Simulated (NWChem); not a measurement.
System: Si2N2H5F; SMILES F[SiH]1N[SiH2]N1

NWChem printed, in part:

```
             Northwest Computational Chemistry Package (NWChem) 7.3.0
             --------------------------------------------------------

                             Geometry "geometry" -> ""
                             -------------------------

 Output coordinates in angstroms (scale by  1.889725989 to convert to a.u.)

  No.       Tag          Charge          X              Y              Z
 ---- ---------------- ---------- -------------- -------------- --------------
    1 F                    9.0000     0.61858900     2.11210800     0.00000000
    2 Si                  14.0000    -0.42897300     0.87063500     0.00000000
    3 N                    7.0000    -0.11837200    -0.33891100    -1.19518100
    4 Si                  14.0000     0.20373300    -1.57727600     0.00000000
    5 N                    7.0000    -0.11837200    -0.33891100     1.19518100
    6 H                    1.0000    -1.75166800     1.54219100     0.00000000
    7 H                    1.0000    -0.11656700    -0.33465000    -2.20383100
    8 H                    1.0000    -0.75171100    -2.72771500     0.00000000
    9 H                    1.0000     1.58751200    -2.14540400     0.00000000
   10 H                    1.0000    -0.11656700    -0.33465000     2.20383100

 Effective nuclear repulsion energy (a.u.)     312.3178751051

                              NWChem Property Module
                              ----------------------

  itol2e modified to match energy
  convergence criterion.

                                 NWChem DFT Module
                                 -----------------

 Summary of "ao basis" -> "ao basis" (spherical)
 ------------------------------------------------------------------------------
       Tag                 Description            Shells   Functions and Types
 ---------------- ------------------------------  ------  ---------------------
 F                          6-311g**                 8       18   4s3p1d
 Si                         6-311g**                12       26   6s5p1d
 N                          6-311g**                 8       18   4s3p1d
 H                          6-311g**                 4        6   3s1p

  itol2e modified to match energy
  convergence criterion.

            General Information
            -------------------
          SCF calculation type: DFT
          Wavefunction type:  closed shell.
          No. of atoms     :    10
          No. of electrons :    56
           Alpha electrons :    28
            Beta electrons :    28
          Charge           :     0
          Spin multiplicity:     1
          Use of symmetry is: off; symmetry adaption is: off
          Maximum number of iterations: 150
          AO basis - number of functions:   136
                     number of shells:    68
          Convergence on energy requested:  1.00D-07
          Convergence on density requested:  1.00D-05
          Convergence on gradient requested:  5.00D-04

              XC Information
              --------------
                         B3LYP Method XC Potential
                     Hartree-Fock (Exact) Exchange  0.200
                        Slater Exchange Functional  0.800 local
                    Becke 1988 Exchange Functional  0.720 non-local
              Lee-Yang-Parr Correlation Functional  0.810
                  VWN I RPA Correlation Functional  0.190 local

[...]

          -----------------------------------------
          Chemical Shielding Tensors (GIAO, in ppm)
          -----------------------------------------

                                NWChem CPHF Module
                                ------------------

  scftype          =     RHF
  nclosed          =       28
  nopen            =        0
  variables        =     3024
  # of vectors     =        3
  tolerance        = 0.10D-03
  level shift      = 0.00D+00
  max iterations   =       50
  max subspace     =       30

 SCF residual:    2.0293712379117478E-004

Iterative solution of linear equations
  No. of variables     3024
  No. of equations        3
  Maximum subspace       30
        Iterations       50
       Convergence  1.0D-04

   iter   nsub   residual    time
   ----  ------  --------  ---------
     1      3    4.62D-01     197.2
     2      6    1.33D-02     211.2
     3      9    6.83D-04     226.4
     4     12    4.03D-05     240.4

      Atom:    1  F
        Diamagnetic
    473.8160     15.0629     -0.0000
     15.0629    483.2055     -0.0000
     -0.0000     -0.0000    466.0309

        Paramagnetic
   -172.2369     56.6665      0.0000
     56.6665   -191.7047      0.0000
      0.0000      0.0000   -206.5696

        Total Shielding Tensor
    301.5790     71.7294      0.0000
     71.7294    291.5008      0.0000
      0.0000      0.0000    259.4613

           isotropic =     284.1804
          anisotropy =     126.3986

          Principal Components and Axis System
                 1           2           3
              368.4461    259.4613    224.6337

      1         0.7315     -0.0000     -0.6819
      2         0.6819      0.0000      0.7315
      3         0.0000      1.0000     -0.0000

      Atom:    2  Si
        Diamagnetic
    874.5579      1.1323     -0.0000
      1.1323    885.0576     -0.0000
     -0.0000     -0.0000    879.2822

        Paramagnetic
   -514.5953    -16.1260     -0.0000
    -16.1260   -491.5086     -0.0000
     -0.0000     -0.0000   -505.7676

        Total Shielding Tensor
    359.9625    -14.9936     -0.0000
    -14.9936    393.5491     -0.0000
     -0.0000     -0.0000    373.5146

           isotropic =     375.6754
          anisotropy =      35.3897

          Principal Components and Axis System
                 1           2           3
              399.2685    373.5146    354.2431

      1        -0.3564     -0.0000      0.9343
      2         0.9343     -0.0000      0.3564
      3        -0.0000      1.0000      0.0000

      Atom:    3  N
        Diamagnetic
    303.9235     -7.5945     -0.4940
     -7.5945    330.1654     -0.2930
     -0.4940     -0.2930    335.4469

        Paramagnetic
   -105.7726     -1.1448     -6.8832
     -1.1448    -84.1581     33.4106
     -6.8832     33.4106    -75.8093

        Total Shielding Tensor
    198.1508     -8.7393     -7.3773
     -8.7393    246.0074     33.1176
     -7.3773     33.1176    259.6376

           isotropic =     234.5986
          anisotropy =      80.1628

          Principal Components and Axis System
                 1           2           3
              288.0405    219.2056    196.5497

      1        -0.1242     -0.0917      0.9880
      2         0.6299      0.7621      0.1499
      3         0.7667     -0.6410      0.0368

      Atom:    4  Si
        Diamagnetic
    874.6383     -2.3128     -0.0000
     -2.3128    883.7450      0.0000
     -0.0000      0.0000    881.5532

        Paramagnetic
   -518.1125      3.7990      0.0000
      3.7990   -543.0664      0.0000
      0.0000      0.0000   -477.8494

        Total Shielding Tensor
    356.5258      1.4861      0.0000
      1.4861    340.6786      0.0000
      0.0000      0.0000    403.7038

           isotropic =     366.9694
          anisotropy =      55.1016

          Principal Components and Axis System
                 1           2           3
              403.7038    356.6640    340.5404

      1         0.0000      0.9957     -0.0926
      2         0.0000      0.0926      0.9957
      3         1.0000     -0.0000     -0.0000

      Atom:    5  H
        Diamagnetic
     35.7866     -6.9358     -0.0000
     -6.9358     27.8420     -0.0000
     -0.0000     -0.0000     23.2259

        Paramagnetic
     -5.4594      3.0944      0.0000
      3.0944     -1.6329      0.0000
      0.0000      0.0000     -0.7309

        Total Shielding Tensor
     30.3272     -3.8413     -0.0000
     -3.8413     26.2090     -0.0000
     -0.0000     -0.0000     22.4950

           isotropic =      26.3437
          anisotropy =       9.4241

          Principal Components and Axis System
                 1           2           3
               32.6265     23.9097     22.4950

      1         0.8580      0.5136      0.0000
      2        -0.5136      0.8580      0.0000
      3        -0.0000     -0.0000      1.0000

      Atom:    6  H
        Diamagnetic
     21.1557     -0.9732     -0.0051
     -0.9732     25.1725      0.1498
     -0.0051      0.1498     47.7031

        Paramagnetic
      3.5728      0.9600     -0.2303
      0.9600      0.7127      1.2809
     -0.2303      1.2809     -4.6919

        Total Shielding Tensor
     24.7285     -0.0132     -0.2355
     -0.0132     25.8852      1.4307
     -0.2355      1.4307     43.0112

           isotropic =      31.2083
          anisotropy =      17.8870

          Principal Components and Axis System
                 1           2           3
               43.1329     25.7665     24.7254

      1        -0.0128      0.0060      0.9999
      2         0.0827      0.9966     -0.0049
      3         0.9965     -0.0826      0.0133

      Atom:    7  H
        Diamagnetic
     27.6486      6.8726      0.0000
      6.8726     34.9599      0.0000
      0.0000      0.0000     23.6538

        Paramagnetic
     -1.6521     -3.6940      0.0000
     -3.6940     -5.6848     -0.0000
      0.0000     -0.0000     -0.5575

[...]
```

Level: B3LYP/6-311G** (spherical d), GIAO. All runs use the structure optimised with PBE0/def2-SVP. B3LYP is NWChem's, with the RPA form of VWN correlation. The output numbers the shielded atoms by their place in the input's list. The printed shielding anisotropy is the first printed principal value minus the mean of the other two.

Question: Which NWChem input produces such a log?

Answer: One answer among several that fit: the input that was run:
```
start job
memory heap 200 mb stack 900 mb global 1100 mb
geometry units angstroms noautosym nocenter noautoz
  F      0.618589     2.112108     0.000000
  Si    -0.428973     0.870635     0.000000
  N     -0.118372    -0.338911    -1.195181
  Si     0.203733    -1.577276     0.000000
  N     -0.118372    -0.338911     1.195181
  H     -1.751668     1.542191     0.000000
  H     -0.116567    -0.334650    -2.203831
  H     -0.751711    -2.727715     0.000000
  H      1.587512    -2.145404     0.000000
  H     -0.116567    -0.334650     2.203831
end
basis spherical
  F library 6-311g**
  Si library 6-311g**
  N library 6-311g**
  H library 6-311g**
end
dft
  xc b3lyp
  iterations 150
end
property
  shielding 8 1 2 3 4 6 7 8 9
end
task dft property
```
